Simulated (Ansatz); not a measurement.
SiMo₂, relaxed as a singlet with RKS r2SCAN-D4/def2-TZVP in Ansatz, starting from the GFN1-xTB geometry. Force threshold 0.02 eV/Å.

In the def2 sets Mo takes a core potential; there is no spin–orbit coupling. The restricted singlet is unstable: a solution with broken spin symmetry lies lower. The relaxation made no stability test and no search for a lower SCF solution. The structure comes from a short search, and lower isomers may exist.

Start:

| atom | x (Å) | y (Å) | z (Å) |
| --- | --- | --- | --- |
| Mo1 | 0.192 | 0.204 | 1.373 |
| Mo2 | -0.175 | -1.321 | -0.434 |
| Si3 | -0.017 | 1.117 | -0.939 |

Q: Estimate the energy that the relaxation releases and the steps that it takes.

A: 185.3 kJ/mol, in 5 steps; 9.5 s on 4 threads of Arm Neoverse V1 on a shared host. No frequencies were taken in this run, so the end may be a saddle point.

Q: Does the start keep its bonding and symmetry?

A: By distances, no bond broke or formed. The bond that changes most is Mo1–Mo2, from 2.39 to 2.01 Å (atoms count from 1). Point group C2v at the start, C2v at the end, both within 0.05 Å.

Q: Predict the relaxed structure.

A: 
```xyz
3

Mo    0.163    0.085    1.223
Mo   -0.146   -1.193   -0.292
Si   -0.017    1.108   -0.931
```
Bond lengths (bridged metal pairs left out): 2 × Mo–Si 2.39 Å; 1 × Mo–Mo 2.01 Å.
